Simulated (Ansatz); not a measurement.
Born–Oppenheimer molecular dynamics of H3ISi (5 atoms, charge 0, multiplicity 1). It goes on from the last frame of an earlier run, with new velocities.

These are results of RKS PBE0/def2-SVP (Ansatz), not measurements.

| Quantity | Value |
| --- | --- |
| ensemble | NVE (velocity Verlet) |
| time step | 1 fs |
| steps asked | 100 |
| starting velocities drawn for | 300 K |
| seed | 838910 |

First frame:

```xyz
5
Properties=species:S:1:pos:R:3
Si -0.213 0.085 -0.093
I 1.928 -0.932 0.746
H -1.164 0.003 0.984
H -0.816 -0.588 -1.205
H 0.253 1.433 -0.635
```

**Question.** How far do the bonds stretch over the last three quarters of this one trajectory? (Pairs bonded in most of those frames.)

**Answer.** 
```
  bond  mean (Å)  spread (Å)  shortest  longest
Si1–I2     2.443       0.044      2.38     2.52
Si1–H3     1.496       0.049      1.42     1.57
Si1–H4     1.500       0.070      1.40     1.60
Si1–H5     1.495       0.033      1.44     1.54
```

Mean temperature of the second half: 377 K. The conserved energy stayed within 0.9 meV per atom of its start (net change -0.12 meV per atom), so the integration is sound. A run of 0.1 ps of so small a system gives no equilibrium averages.

Time of the run: 120 s on 1 thread of Arm Neoverse V2 (shared host), peak memory 0.1 GiB.
